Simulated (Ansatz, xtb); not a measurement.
# Two isomers of C5H9N3

We compare X, `CCCc1ncn[nH]1`, a singlet, with Y, `Cc1nc(C)n(C)n1`, a singlet. Both are isolated molecules in the gas phase, relaxed with PBE-D3(BJ)/def2-SVP; the shapes shown needn't be the lowest conformers.

X (Å):

```xyz
17

C    -1.0979   -0.4012   -1.1247
C     0.4188   -0.3153   -0.9545
C     0.8779   -0.3185    0.5206
C     0.5059    0.9212    1.2705
C    -0.4907    2.5157    2.2473
N    -0.7123    1.3008    1.6638
N     0.7803    2.9237    2.2490
N     1.3950    1.8975    1.6202
H    -1.3854   -0.3407   -2.1934
H    -1.4878   -1.3598   -0.7235
H    -1.6080    0.4131   -0.5732
H     0.9087   -1.1700   -1.4686
H     0.8085    0.6026   -1.4466
H     0.4294   -1.1899    1.0429
H     1.9791   -0.4490    0.5712
H    -1.2877    3.1255    2.6923
H     2.4060    1.9204    1.4737
```

Y (Å):

```yaml
atoms:
  - { symbol: C, position_ang: [-2.4846, -1.2152, -2.0761] }
  - { symbol: C, position_ang: [-1.5789, -0.6983, -1.0066] }
  - { symbol: C, position_ang: [-0.8582, -0.1098, 0.9027] }
  - { symbol: C, position_ang: [-0.6891, 0.1968, 2.3526] }
  - { symbol: C, position_ang: [1.4502, 0.6234, 0.1399] }
  - { symbol: N, position_ang: [-1.9418, -0.6119, 0.3128] }
  - { symbol: N, position_ang: [0.1152, 0.0938, -0.0371] }
  - { symbol: N, position_ang: [-0.3343, -0.2783, -1.2630] }
  - { symbol: H, position_ang: [-1.9728, -1.1864, -3.0553] }
  - { symbol: H, position_ang: [-3.4112, -0.6085, -2.1346] }
  - { symbol: H, position_ang: [-2.7938, -2.2582, -1.8605] }
  - { symbol: H, position_ang: [-1.6249, -0.0615, 2.8792] }
  - { symbol: H, position_ang: [0.1414, -0.3848, 2.8055] }
  - { symbol: H, position_ang: [-0.4725, 1.2719, 2.5268] }
  - { symbol: H, position_ang: [2.0385, -0.0009, 0.8433] }
  - { symbol: H, position_ang: [1.9413, 0.6170, -0.8486] }
  - { symbol: H, position_ang: [1.4220, 1.6633, 0.5258] }
```

Quicker runs give these differences E(Y) − E(X): GFN2-xTB −0.494 eV; HF/STO-3G −0.308 eV (at GFN2-xTB geometries); r2SCAN-D4/def2-SVP −0.201 eV (at GFN2-xTB geometries).

**Question.** Estimate E(Y) − E(X) at the level CCSD(T)/def2-SVP + ΔMP2/def2-TZVPP.

**Answer.** Calculated at CCSD(T)/def2-SVP + ΔMP2/def2-TZVPP: E(Y) − E(X) = −0.152 eV, so structure Y lies lower.

How the difference moves with the method:

| level | geometry | E(Y) − E(X) (eV) | departure from the last row (eV) | job, with rough time for the two |
| --- | --- | --- | --- | --- |
| GFN2-xTB | GFN2-xTB | −0.494 | −0.342 | optimisation, 0.12 s |
| HF/STO-3G | GFN2-xTB | −0.308 | −0.156 | single point, 0.24 s |
| r2SCAN-D4/def2-SVP | GFN2-xTB | −0.201 | −0.049 | single point, 1.4 s |
| PBE-D3(BJ)/def2-SVP | PBE-D3(BJ)/def2-SVP | −0.184 | −0.032 | optimisation, 29 s |
| HF/def2-SVP | PBE-D3(BJ)/def2-SVP | −0.242 | −0.091 | part of the CCSD(T) run |
| MP2/def2-SVP | PBE-D3(BJ)/def2-SVP | −0.166 | −0.014 | part of the CCSD(T) run |
| CCSD(T)/def2-SVP | PBE-D3(BJ)/def2-SVP | −0.168 | −0.016 | single point |
| CCSD(T)/def2-SVP + ΔMP2/def2-TZVPP | PBE-D3(BJ)/def2-SVP | −0.152 |  | single point, 36 s |

As drawn, Y has 1 C–N, 1 C–H in place of 1 C–C, 1 N–H.

The levels shown agree on the order. The largest departure from CCSD(T)/def2-SVP + ΔMP2/def2-TZVPP is that of GFN2-xTB, 0.342 eV. The last row adds to CCSD(T) the change of the MP2 difference between the two basis sets, here +0.016 eV.

With thermal terms from frequencies at re-optimised GFN2-xTB minima (ideal gas, soft modes damped towards free rotors, one conformer each, 298.15 K, 1 atm): the zero-point term adds −0.067 eV; ΔH is −0.192 and ΔG −0.239 eV.

The correlated steps freeze 8 core orbitals. Run with Ansatz 0.2.0, xtb 6.7.1; the last row on 4 threads of AMD EPYC 9R45 96-Core Processor (Zen 5) on a shared host.
